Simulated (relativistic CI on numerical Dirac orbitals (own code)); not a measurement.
# Charge states of rubidium

Calculated at this level of theory: Dirac-Coulomb-Breit CI, separate exchange-only KLI orbitals for each configuration, a model potential for QED, valence Slater integrals scaled by 0.9 (own radial code, finite nucleus).

Each species is treated in one configuration, given outside its closed core. Radial values are for the open shell of highest l, unscaled and averaged over j; ζ includes the Breit term. Labels give the leading LS character, summed over repeated terms.

```tsv
Ion	Configuration	Its lowest level	LS weight (%)	F² (cm⁻¹)	F⁴ (cm⁻¹)	ζ (cm⁻¹)	Next level	E (cm⁻¹)
Rb	5s	²S1/2	100					
Rb⁺	3d¹⁰4s²4p⁶	¹S0	100					
Rb²⁺	3d¹⁰4s²4p⁵	²P°3/2	100			4947	²P°1/2	7425.8
Rb³⁺	3d¹⁰4s²4p⁴	³P2	96	66120		5432	³P1	6221.7
Rb⁴⁺	3d¹⁰4s²4p³	?	?	?	?	?	?	?
Rb⁵⁺	3d¹⁰4s²4p²	³P0	96	71180		6450	³P1	4997.6
Rb⁶⁺	3d¹⁰4s²4p	²P°1/2	100			6981	²P°3/2	10494
Rb⁷⁺	3d¹⁰4s²	¹S0	100					
Rb⁸⁺	3d¹⁰4s	²S1/2	100					
Rb⁹⁺	3d¹⁰	¹S0	100					
Rb¹⁰⁺	3d⁹	²D5/2	100			4907	²D3/2	12289
Rb¹¹⁺	3d⁸	³F4	99	203700	129500	5163	³F3	10945
Rb¹²⁺	3d⁷	⁴F9/2	96	209600	133600	5431	⁴F7/2	9604.8
Rb¹³⁺	3d⁶	⁵D4	97	215500	137600	5708	⁵D3	6930.5
Rb¹⁴⁺	3d⁵	⁶S5/2	98	221300	141500	5997	⁴G5/2	74010
Rb¹⁵⁺	3d⁴	⁵D0	92	227000	145400	6296	⁵D1	3083.4
Rb¹⁶⁺	3d³	⁴F3/2	96	232600	149200	6608	⁴F5/2	7061.8
Rb¹⁷⁺	3d²	³F2	95	238200	153000	6931	³F3	12700
Rb¹⁸⁺	3d	²D3/2	100			7266	²D5/2	18223
Rb¹⁹⁺	3s²3p⁶	¹S0	100					
Rb²⁰⁺	3s²3p⁵	²P°3/2	100			67360	²P°1/2	101230
Rb²¹⁺	3s²3p⁴	³P2	83	227600		69230	³P0	51805
Rb²²⁺	3s²3p³	⁴S°3/2	64	230100		71140	²D°3/2	87041
Rb²³⁺	3s²3p²	³P0	85	232500		73070	³P1	80650
```

(1) Fill in the row of Rb⁴⁺.

With one configuration, terms of near-neutral atoms and ions can be 10 to 25 % off, and close levels can change places.

At low charge ζ of a weakly bound d or f electron comes out too small.

Answers

(1) Its lowest level ⁴S°3/2; LS weight (%) 97; F² (cm⁻¹) 68760; ζ (cm⁻¹) 5934; Next level ²D°3/2; E (cm⁻¹) 20898.
